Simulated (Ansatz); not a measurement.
The cluster Li₆N₃⁻. Total charge -1; singlet. Geometry r2SCAN-D4/def2-SVPD, basis def2-TZVPD, Ansatz.

Cartesian coordinates in Å:
```
Li -1.014 -1.491 -0.087
Li 1.109 -1.743 1.694
Li -1.414 -0.619 2.486
Li 0.238 0.595 -0.357
Li 0.743 0.869 2.214
Li -0.711 -0.343 -2.981
N -0.099 -0.464 1.230
N 0.282 1.195 -2.404
N 0.865 2.001 -1.794
```

```json
{"run": "A", "HOMO (eV)": "-0.78", "LUMO (eV)": "2.05"}
{"run": "B", "HOMO (eV)": "0.47", "LUMO (eV)": "0.72"}
{"run": "C", "HOMO (eV)": "0.48", "LUMO (eV)": "0.64"}
{"run": "D", "HOMO (eV)": "0.11", "LUMO (eV)": "0.99"}
```

Another isomer (singlet) lies 0.43 eV lower at PBE0-D4/def2-TZVPD; other spin states weren't run for this one.

Q: The runs used PBE, PBE0, r2SCAN, ωB97X-V. Estimate which is which.

A: A ωB97X-V (range-separated); B r2SCAN (0 % exact exchange); C PBE (0 % exact exchange); D PBE0 (25 % exact exchange). Exact exchange lowers occupied and raises empty levels; among semilocal functionals meta-GGAs tend to open the gap a little, and such runs are hard to tell apart. The gap grows from 0.16 eV (PBE) to 2.83 eV (ωB97X-V). The restricted singlet is unstable towards broken spin symmetry in Hartree–Fock (as tested in another run); at ωB97X-V/def2-TZVPD, r2SCAN-D4/def2-TZVPD, PBE-D4/def2-TZVPD, PBE0-D4/def2-TZVPD this wasn't settled. At r2SCAN-D4/def2-TZVPD, PBE-D4/def2-TZVPD, PBE0-D4/def2-TZVPD the highest occupied level of the charge -1 singlet lies above zero (up to 0.48 eV). The electron is either unbound and held by the finite basis, or the level is raised by self-interaction error.
